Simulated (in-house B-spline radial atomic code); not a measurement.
The numbers below are computed, except where a source is named.
Building a PAW s channel for Sb, r_c = 2.58 bohr

Sb, [Kr] 4d10 5s2 5p3, non-relativistic PBE, spherical and spin-unpolarised, from a B-spline radial code for spherical atoms (atomic units; all potentials screened as in the neutral atom).

Two all-electron partial waves φ1, φ2 are integrated outwards at E1 = ε(5s) = -0.437176 and E2 = E1 + 1 hartree; φ1 is the bound orbital and φ2 has unit norm inside r_c = 2.5817 bohr. Smooth partners are polynomials, r^1(a0 + a1 r² + a2 r⁴ + a3 r⁶), matched to φ and three derivatives at r_c, with no condition on the norm. The local potential is -4.09821 + (1.45293) r² + (-0.219696) r⁴ + (0.0123262) r⁶ inside 2.1417 bohr and the all-electron one outside.

```
wave     φ(r_c)     φ'(r_c)         a0           a1           a2             a3
   1  0.6415724  -0.2892061  0.6814559  -0.09178885  0.004357968  -4.983596e-05
   2  0.3814615    1.876582  -1.926849    0.5355095  -0.04005069   0.0009609957
```

Inside r_c the overlaps are <φi φj> = [[0.67267, -0.65714], [-0.65714, 1.00000]] and, for the smooth waves, [[0.95096, -1.33244], [-1.33244, 2.63205]]. With χj = (Ej − T − V_local) applied to smooth wave j, the program's quadrature gives the matrix B_ij = <smooth i, χj> as [[0.86992, -2.54625], [-1.87095, 5.58353]].

Problem. Check the match of the first wave, and find the augmentation charges q_ij.

Solution. At r_c the four terms are 1.75931, -1.57945, 0.49982, -0.03810, which sum to 0.6416, φ1(r_c) to rounding. q_ij is the all-electron overlap less the smooth one: [[-0.27829, 0.67530], [0.67530, -1.63205]]. The smooth first wave has a norm of 0.9510 inside r_c against 0.6727, so q11 is negative and must stay small enough for the overlap operator to be positive.

Problem. B isn't symmetric. Show that D_ij = B_ij + Ej q_ij is.

Solution. Integrating by parts gives B12 − B21 = (E1 − E2) q12: -2.54625 − (-1.87095) = -0.67530, and −1 × (0.67530) = -0.67530. So D12 = -2.54625 + (0.562824)(0.67530) = -2.16618 and D21 = -1.87095 + (-0.437176)(0.67530) = -2.16617; D11 = 0.99159, D22 = 4.66497. The projectors, p = (B⁻¹)ᵀ χ, are dual to the smooth waves; det B = 0.093.

Solving (T + V_local + Σ p D p) ψ = E (1 + Σ p q p) ψ in a sphere of 9 bohr gives these levels:

| all-electron | one projector | two projectors |
| --- | --- | --- |
| -0.437166 | -0.437166 | -0.437166 |
| 0.032022 | 0.026457 | 0.032017 |
| 0.348354 | 0.294211 | 0.348350 |
| 0.834917 | 0.519367 | 0.834888 |
| 1.476470 | 0.923069 | 1.475150 |

Problem. What does the second projector gain?

Solution. With one projector the errors are 0.00, -5.56, -54.14 millihartree, and the level at 0.5194 is out of step with the all-electron series: an extra state, or one far too low, so the pairing ends there; skipping it, the next levels are off by +88.2 millihartree. With two the errors are 0.00, -0.01, 0.00, -0.03, -1.32 millihartree. The scattering is exact at E1 and at E2 = 0.563, and over all levels compared the largest error is 1.3 millihartree. The lowest eigenvalue of the overlap operator is 0.4568 with one and 0.06398 with two projectors, close enough to zero to make that set ill-conditioned. The smooth orbital alone needs a cutoff of 1.55 hartree for 1 millihartree of kinetic energy, against 8.99 for a norm-conserving Troullier-Martins orbital of the same radius; part of the gain comes from giving up the norm, part from the simpler form.
